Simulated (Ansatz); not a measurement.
Method: frozen-core CCSD(T)/cc-pVQZ // M06-2X/def2-TZVP run with Ansatz (a quantum-chemistry and plane-wave program).

Ansatz 0.2 input:
```yaml
crystal:
  periodic: [false, false, false]
  atoms:
    - { symbol: C, position_ang: [-1.496238, -0.178188, 0.372469] }
    - { symbol: C, position_ang: [-0.296861, 0.167412, 0.00173] }
    - { symbol: C, position_ang: [0.901301, 0.52094, -0.372094] }
    - { symbol: O, position_ang: [2.02417, -0.25667, -0.328023] }
    - { symbol: H, position_ang: [-2.195384, -0.631124, -0.322715] }
    - { symbol: H, position_ang: [-1.841504, -0.022432, 1.389222] }
    - { symbol: H, position_ang: [1.106481, 1.507799, -0.765519] }
    - { symbol: H, position_ang: [1.792478, -1.121454, 0.027115] }
basis:
  gaussian: { orbitals: cc-pVQZ }
correlation:
  method: ccsd_t
```

Output:

```
Functional definition: HF
2008 factors; integrals over basis functions are off by at most 8.3e-4 eV
mean field evaluation 1: about -5189.3166 eV, gradient 3.3e1 eV
mean field evaluation 2: about -5189.3182 eV, gradient 3.3e1 eV
mean field evaluation 4: about -5191.9342 eV, gradient 3.9e0 eV
mean field evaluation 8: about -5191.9766 eV, gradient 2.7e-4 eV
mean field evaluation 16: about -5191.9750 eV, gradient 2.5e-1 eV
mean field -5191.97656398 eV, -190.8016194783 hartree, gradient 2.6e-6 eV, S^2 0.000000; 0 other end points of the search recorded, 0 dependent functions left out
4 core orbitals not correlated
reference -5191.97656398 eV, -190.8016194783 hartree; 11, 11 occupied and 325, 325 virtual orbitals, 2008 factors
second order -20.69322886 eV of doubles, -0.00000000 eV of singles
cycle   1  -20.47466032 eV  change    2.2e-1 eV  update   1.0e-1
cycle   2  -20.98208457 eV  change   -5.1e-1 eV  update   3.3e-2
cycle   3  -21.11259270 eV  change   -1.3e-1 eV  update   1.7e-2
cycle   4  -21.10375742 eV  change    8.8e-3 eV  update   4.7e-3
cycle   5  -21.10272309 eV  change    1.0e-3 eV  update   1.9e-3
cycle   6  -21.10395450 eV  change   -1.2e-3 eV  update   5.3e-4
cycle   7  -21.10383804 eV  change    1.2e-4 eV  update   1.9e-4
cycle   8  -21.10375655 eV  change    8.1e-5 eV  update   6.0e-5
cycle   9  -21.10379196 eV  change   -3.5e-5 eV  update   2.1e-5
cycle  10  -21.10380326 eV  change   -1.1e-5 eV  update   8.8e-6
perturbative correction -1.00284478 eV, -0.0368538659 hartree
Total energy: -5214.08321202 eV, -191.6140238092 hartree
```

Cost: roughly 60 core-minutes.
